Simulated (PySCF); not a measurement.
**Pr (praseodymium, neutral) across methods**

[Xe] 4f3 5d2, one real determinant (an excited configuration). Computed with PySCF 2.14 in x2c-TZVPPall (11s7p7d4f2g, 113 functions), with scalar relativity by spin-free X2C-1e.

| method | E (hartree) | mean ε 5p β (eV) | mean ε 5d α (eV) | mean ε 4f α (eV) | Σ⟨r²⟩ (bohr²) | ⟨S²⟩ |
| --- | --- | --- | --- | --- | --- | --- |
| PBE0 | -9236.11 | -19.679 | -1.988 | -1.975 | 81.20 | 8.751 |
| PBE | -9236.10 | -17.988 | -1.320 | 0.326 | 82.30 | 8.751 |
| r2SCAN | -9236.48 | -18.337 | -1.367 | 0.028 | 80.93 | 8.753 |
| UHF | -9232.92490 | -22.956 | -3.217 | -7.616 | 81.52 | 8.755 |
| LDA | -9228.94 | -18.227 | -1.320 | 0.302 | 82.03 | 8.750 |

⟨L²⟩ = 45.28 against 90 for a pure M term, so this real determinant mixes terms. Spin-orbit coupling, absent here, splits the open shell strongly.

The highest occupied level is positive at PBE, r2SCAN, LDA: only the finite basis holds that electron, which in a density functional comes from self-interaction.
